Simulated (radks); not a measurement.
The numbers below are computed, except where a source is named.
Task: Gd XII, configuration [Kr] 4d10 4f5 5s2. Level of theory: non-relativistic Kohn-Sham, TPSS, spin-polarised, spherical densities, point nucleus; open shells are filled with parallel spins first (spin-orbit coupling, left out, can overturn this in heavy ions); meta-GGA in the generalised Kohn-Sham scheme; relativity is left out, which matters for an element this heavy (a radial shooting solver on a logarithmic mesh with Libxc functionals). Some entries of the table are withheld. Estimate them.

| orbital | occ. | eigenvalue (eV) | r(max) (bohr) | <1/r> (bohr^-1) |
|---|---|---|---|---|
| 1s down | 1 | -47309.98 | 0.01571 | 63.47 |
| 1s up | 1 | -47309.97 | 0.01571 | 63.47 |
| 2s up | 1 | -7696.228 | 0.08604 | 14.76 |
| 2s down | 1 | -7696.202 | 0.08604 | 14.76 |
| 2p up | 3 | -7328.594 | 0.06702 | 14.77 |
| 2p down | 3 | -7328.582 | 0.06702 | 14.77 |
| 3s up | 1 | -1851.109 | 0.2396 | 5.567 |
| 3s down | 1 | -1848.564 | 0.2394 | 5.574 |
| 3p up | 3 | -1687.578 | 0.2270 | 5.503 |
| 3p down | 3 | -1685.170 | 0.2268 | 5.509 |
| 3d up | 5 | -1383.944 | 0.1815 | 5.399 |
| 3d down | 5 | -1382.053 | 0.1814 | 5.404 |
| 4s up | 1 | -517.7230 | 0.5451 | 2.395 |
| 4s down | 1 | -512.3895 | 0.5449 | 2.392 |
| 4p up | 3 | -453.2784 | 0.5500 | 2.306 |
| 4p down | 3 | -447.8724 | 0.5497 | 2.302 |
| 4d up | 5 | -338.4235 | 0.5549 | 2.120 |
| 4d down | 5 | -332.9026 | 0.5545 | 2.115 |
| 5s up | 1 | -201.4955 | 1.168 | (1) |
| 5s down | 1 | -198.5935 | 1.176 | (2) |
| 4f up | 5 | -195.9973 | 0.5322 | 1.765 |
| 4f down | 0 | -190.4138 | 0.5330 | 1.753 |

Result: 
(1) 5s up <1/r> (bohr^-1): 1.096
(2) 5s down <1/r> (bohr^-1): 1.083
